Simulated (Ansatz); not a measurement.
Mulliken charges of `[Sb]#[Bi]` from B3LYP/def2-TZVPP in Ansatz (PBE0-D4/def2-TZVP geometry).

```json
{"atom": "Sb1", "x (Å)": "-1.079", "y (Å)": "0.383", "z (Å)": "-0.547", "charge (e)": "-0.018"}
{"atom": "Bi2", "x (Å)": "1.079", "y (Å)": "-0.383", "z (Å)": "0.547", "charge (e)": "0.018"}
```

Task: By hand: the dipole of these point charges (1 e Å = 4.8032 D).

Result: Σ q r = (0.039, -0.014, 0.020) e Å, of length 0.046 e Å = 0.22 D.

Task: How does the dipole of the full density compare? (Estimate.)

Result: The calculation gave: (0.108, -0.038, 0.055) e Å, 0.61 D; the point charges give 0.36 times that, at 0° from its direction.

Point charges leave out the atoms' own dipoles, such as those of lone pairs, and Mulliken's split depends on the basis, so the two needn't agree.

B3LYP here is the variant with VWN-RPA as its local correlation; programs differ in this.
